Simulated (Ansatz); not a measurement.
Computed with Ansatz.

A structure relaxed at PBE0-D4/def2-TZVP, charge 0, multiplicity 1:

| atom | x (Å) | y (Å) | z (Å) |
| --- | --- | --- | --- |
| F1 | -1.166 | 2.223 | -0.540 |
| Sn2 | -0.673 | 0.401 | -0.807 |
| F3 | -2.365 | -0.476 | -0.877 |
| Si4 | 0.828 | -0.502 | 1.065 |
| Cl5 | 0.141 | 0.308 | -2.960 |
| H6 | 0.090 | -0.317 | 2.334 |
| H7 | 1.070 | -1.930 | 0.761 |
| H8 | 2.076 | 0.293 | 1.024 |

(1) Give its formula and SMILES.

(2) Point group (tolerance 0.08 Å, 0.16 Å for H)?

(3) Summarise the bond lengths by kind.

## Answers

(1) ClF2H3SiSn, `[F][Sn]([F])([SiH3])[Cl]`.

(2) Cs.

(3) 2 × F–Sn 1.907 Å; 1 × Si–Sn 2.563 Å; 1 × Cl–Sn 2.304 Å; 3 × H–Si 1.480 Å.
